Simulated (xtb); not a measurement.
C2H7FOSi2, SMILES O([SiH3])[Si@H](F)C=C. All values are semi-empirical tight-binding results from xtb (GFN2-xTB unless named), good for trends rather than for accurate numbers. The structure is a stationary point at GFN2-xTB. The structure was generated by enumeration; whether it is a known compound was not checked. Other conformers were not sampled.

A frequency run showed that this geometry is not a minimum.

Computed properties:
```json
{
  "orbital_gap": "4.38 eV",
  "dipole_moment": "1.55 D",
  "static polarisability (D4 model)": "89.7 bohr³",
  "solvation energy, GFN2-xTB/ALPB(water)": "0.7 kcal/mol",
  "solvation energy, GFN2-xTB/ALPB(hexane)": "-2.8 kcal/mol"
}
```
